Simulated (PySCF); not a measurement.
Isomers of C7H12O2, one GFN2-xTB conformer each. Single-point energies are computed at PBE0/pcSseg-1 (PySCF, gas phase, no added dispersion term), electronic only.

Question: Rank them by PBE0/pcSseg-1 energy, lowest first (kJ/mol).
A. `[CH3:1][CH2:2]/[CH:3]=[C:4](/[CH3:5])[CH2:6][C:7](=[O:8])[OH:9]` with C1–C2–C3–C4 -108°, C3–C4–C6–C7 -91°, C4–C6–C7–O8 -76°, C6–C7–O9–H -177°
B. `[CH2:1]=[C:2]([CH3:3])[CH2:4][O:5][C:6](=[O:7])[CH2:8][CH3:9]` with C1–C2–C4–O5 -119°, C2–C4–O5–C6 180°, C4–O5–C6–O7 1°, O5–C6–C8–C9 180°
C. `[CH3:1][O:2][CH:3]1[CH2:4][CH2:5][C:6](=[O:7])[CH2:8][CH2:9]1` with C1–O2–C3–C4 79°, O2–C3–C4–C5 60°, C3–C4–C5–C6 56°, C4–C5–C6–O7 126°, C5–C6–C8–C9 54°
D. `[CH3:1][O:2][CH2:3][CH2:4][O:5][C@H:6]1[CH:7]=[CH:8][CH2:9]1` with C1–O2–C3–C4 71°, O2–C3–C4–O5 163°, C3–C4–O5–C6 72°, C4–O5–C6–C7 168°
E. `[CH2:1]=[C:2]1[C@@H:3]([OH:4])[CH2:5][CH2:6][C@H:7]1[O:8][CH3:9]` with C2–C3–O4–H 58°, C6–C7–O8–C9 -175°, C1–C2–C3–O4 54°, C2–C3–C5–C6 23°, C3–C5–C6–C7 -38°, C5–C6–C7–O8 -81°
F. `[CH3:1][CH2:2][CH2:3][C@H:4]1[CH2:5][C:6](=[O:7])[CH2:8][O:9]1` with C1–C2–C3–C4 178°, C2–C3–C4–C5 178°, C3–C4–C5–C6 148°, C4–C5–C6–O7 167°, C5–C6–C8–O9 -7°, C6–C8–O9–C4 26°

Answer: A (0.0), B (29.4), C (34.9), F (38.8), E (133.1), D (287.7).

As drawn, the lowest has a C=O bond, an O–H bond and a C(=O)–O unit, which the highest lacks; the highest has a four-membered ring, which the lowest lacks. Neighbours under 10 kJ/mol apart (C=C(C)COC(=O)CC and COC1CCC(=O)CC1; COC1CCC(=O)CC1 and CCC[C@H]1CC(=O)CO1) can change places with a better method, another conformer or zero-point energy. GFN2-xTB itself gives, in the same order: 13.5, 36.5, 0.0, 1.3, 73.6, 200.7. GFN2-xTB puts COC1CCC(=O)CC1 lowest instead; measured from each level's own lowest isomer, the values differ by up to 87.0 kJ/mol (COCCO[C@H]1C=CC1: 200.7 against 287.7).

Q: Which frontier levels, dipoles and rotational constants go with these structures?

A: 
```csv
SMILES,"HOMO (eV, PBE0/pcSseg-1)",LUMO (eV),dipole (D),"A, B, C (MHz)"
CC/C=C(/C)CC(=O)O,-6.88,-0.03,1.67,"2268, 1082, 814.3"
C=C(C)COC(=O)CC,-7.54,0.16,1.94,"4195, 708.5, 663.1"
COC1CCC(=O)CC1,-6.86,-0.25,3.99,"3222, 1128, 999.3"
CCC[C@H]1CC(=O)CO1,-7.17,-0.72,2.14,"5231, 744.3, 679.3"
C=C1[C@@H](O)CC[C@H]1OC,-7.24,-0.26,1.76,"2174, 1462, 1164"
COCCO[C@H]1C=CC1,-6.93,0.19,2.12,"4699, 713.0, 668.9"
```

Q: As an exercise, what shares would exp(−E/RT) give at 1000 K from these electronic energies alone (no entropy, no degeneracies)?

A: RT = 8.314 kJ/mol: CC/C=C(/C)CC(=O)O 94.9 %, C=C(C)COC(=O)CC 2.8 %, COC1CCC(=O)CC1 1.4 %, CCC[C@H]1CC(=O)CO1 0.9 %, C=C1[C@@H](O)CC[C@H]1OC under 0.1 %, COCCO[C@H]1C=CC1 under 0.1 %.
